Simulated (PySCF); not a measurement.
A small calculation by hand: chemical shift, span and skew from a shielding tensor

Al(F)(Br)(OMe) (CH3AlBrFO), SMILES C[O][Al]([F])[Br]. Atoms are numbered in the order given.

```xyz
8

Al     0.6792    -0.5166     0.0000
F      2.3329    -0.5060     0.0000
Br    -0.4292     1.4315     0.0000
O     -0.1129    -1.9937     0.0000
C     -1.4226    -2.4922     0.0000
H     -1.5906    -3.1213    -0.8914
H     -1.5906    -3.1213     0.8914
H     -2.1828    -1.6893     0.0000
```
Charge 0, spin multiplicity 1.

Geometry: B3LYP-D3(BJ)/def2-SVP. Other conformers were not sampled.

GIAO shieldings from KT2/pcSseg-1 run with PySCF, non-relativistic, no solvent. The symmetric part of the tensor of F2 has the principal values 258.3, 284.7, 442.1 ppm. The same nucleus in CFCl3 has σ = 127.1 ppm at this level (PySCF, at its B3LYP-D3(BJ)/def2-TZVP geometry). Without spin–orbit terms, shifts of atoms bonded to Cl or Br come out too high.

Problem. Work out the isotropic shielding, the ¹⁹F shift against CFCl3, the span and the skew.

Solution. 
σ(iso) = (σ11 + σ22 + σ33)/3 = 328.4 ppm. δ = σ(ref) − σ(iso) = 127.1 − (328.4) = -201.3 ppm.
Span Ω = σ33 − σ11 = 183.8 ppm. Skew κ = 3(σ(iso) − σ22)/Ω = 0.71. Tumbling in solution averages the tensor to δ; in a static solid the shielding alone would spread this spin-1/2 line over Ω.
